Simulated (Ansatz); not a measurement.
Gas-phase electronic energies from Ansatz, PBE0-D4/def2-TZVP geometries. CBS: MP2 limit from def2 TZ/QZ plus the TZ coupled-cluster correction, frozen cores. This one scheme is used for every species. DFT in def2-TZVPP. One conformer a species, not always the lowest.

Consider the formal exchange of groups at a B–O bond: `BB[O][AlH2]` + SiH₄ → `BB[SiH3]` + `[OH][AlH2]`.

CCSD(T)/CBS gives +1.29 eV.

Another level gave +1.29 eV. Which?
A. MP2/def2-TZVPP
B. BLYP/def2-TZVPP
C. r2SCANh-D4/def2-TZVPP
D. HF/def2-TZVPP

B. BLYP 1.29, MP2/def2-TZVPP 1.36, HF/def2-TZVPP 1.57, r2SCANh-D4 1.22 eV.

Largest T1 diagnostic among the species: 0.015.

From r2SCAN to r2SCAN0 (25 % exact exchange), in def2-TZVPP and without D4, ΔE moves by +0.06 eV. In def2-TZVPP, CCSD(T) changes the Hartree–Fock value by −0.25 eV (the triples alone add −0.03 eV) and MP2 by −0.21 eV. At CCSD(T), def2-SVP lies +0.28 eV from the extrapolated value and def2-TZVPP +0.03 eV.
